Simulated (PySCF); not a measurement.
An equivalent PySCF input for Sn²⁺ (tin, charge +2), [Kr] 4d10 5s2, closed-shell 1S, with scalar relativity through the core potential:

```python
from pyscf import gto, scf, dft, mp, cc
import basis_set_exchange as bse
txt = bse.get_basis("def2-SVP", elements=["Sn"], fmt="nwchem", header=False)
cut = txt.index("\nECP")
mol = gto.M(atom="Sn 0 0 0", charge=2, spin=0, symmetry="D2h",
            basis=gto.basis.parse(txt[:cut]),
            ecp={"Sn": gto.basis.parse_ecp(txt[cut:])})
mf = dft.UKS(mol, xc="PBE0")
mf.irrep_nelec = {'Ag': (4, 4), 'B1g': (1, 1), 'B2g': (1, 1), 'B3g': (1, 1), 'B1u': (1, 1), 'B2u': (1, 1), 'B3u': (1, 1)}
mf.kernel()
```

It reaches the same state as the run whose output follows, with an energy that differs only through the grid. The run itself started from symmetry-adapted Hartree-Fock orbitals and held the occupation by maximum overlap, on a logarithmic radial grid, so the iterations belong to that start.

```
SCF conv_tol = 1e-09
number electrons alpha = 10  beta = 10
XC functionals = PBE0
    C. Adamo and V. Barone.,  J. Chem. Phys. 110, 6158 (1999)
    M. Ernzerhof and G. E. Scuseria.,  J. Chem. Phys. 110, 5029 (1999)
cycle= 1 E= -213.461349282484  delta_E= -0.00331  |g|= 0.0176  |ddm|= 0.267
cycle= 2 E= -213.461413915862  delta_E= -6.46e-05  |g|= 0.00585  |ddm|= 0.0428
cycle= 3 E= -213.461422648386  delta_E= -8.73e-06  |g|= 0.000333  |ddm|= 0.00525
cycle= 4 E= -213.461422676388  delta_E= -2.8e-08  |g|= 1.43e-06  |ddm|= 0.000839
cycle= 5 E= -213.461422676388  delta_E= -6.54e-13  |g|= 4.05e-08  |ddm|= 1.42e-06
converged SCF energy = -213.461422676388  <S^2> = 0  2S+1 = 1
```

Energies and moments cover only the electrons outside the core potential.
